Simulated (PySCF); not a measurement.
Estimate the missing entries of this data sheet.

Compound: BeMe(SMe), C₂H₆BeS.
SMILES: `[S]([Be][CH3])C`

| property | level | value |
| --- | --- | --- |
| rotational constants A, B, C | PBE0-D3(BJ)/def2-SVP | 13.651, 2.662, 2.293 GHz |
| dipole moment | CAM-B3LYP/def2-SVPD | 1.52 D |
| HOMO energy | CAM-B3LYP/def2-SVPD | -8.26 eV |
| LUMO energy | CAM-B3LYP/def2-SVPD | 0.21 eV |
| lowest singlet excitation | TDDFT CAM-B3LYP/def2-SVPD | ? |
| lowest triplet excitation (Tamm–Dancoff) | TDA CAM-B3LYP/def2-SVPD | ? |
| static isotropic polarisability | CAM-B3LYP/def2-SVPD | ? |
| electronic spatial extent ⟨r²⟩ about the centre of nuclear charge | CAM-B3LYP/def2-SVPD | 561 bohr² |
| 13C chemical shifts (computed TMS as zero) by class | GIAO PBE0/pcSseg-1 | 8.0 (1 C), -12.4 (1 C) ppm |
| 1H chemical shifts (computed TMS as zero) by class | GIAO PBE0/pcSseg-1 | 2.03 (3 H), -0.46 (3 H) ppm |
| isotropic shieldings of nuclei other than C and H, by class | GIAO PBE0/pcSseg-1 | 80 (1 Be), 664 (1 S) ppm |

Electronic properties: PySCF, gas phase, density fitting. Isolated species at its PBE0-D3(BJ)/def2-SVP geometry, gas phase. NMR classes are plain means over equivalent atoms (diastereotopic ones count apart unless rotation or inversion swaps them), as if these changed places fast; in this geometry the members of some classes differ.

**Question.** What is the static isotropic polarisability?

**Answer.** 62.4 au.

**Question.** The lowest triplet excitation (Tamm–Dancoff)?

**Answer.** 4.55 eV.

**Question.** What is the lowest singlet excitation?

**Answer.** 4.84 eV (256 nm, f = 0.000).

The polarisability is 9.25 Å³ as a volume (1 au = 0.148185 Å³), or 1.64 au for each of the 38 electrons. The rotational constants make it an asymmetric top with κ = (2B − A − C)/(A − C) = -0.93, nearer the prolate limit (−1). The vertical singlet–triplet gap S1 − T1 is 0.29 eV (TDDFT singlet less Tamm–Dancoff triplet; S1: HOMO→LUMO, weight 0.91; T1: HOMO→LUMO, weight 0.86).

For the TDDFT job (CAM-B3LYP/def2-SVPD), time: 8.9 s. Hardware: Arm Neoverse V2, one thread, shared host.
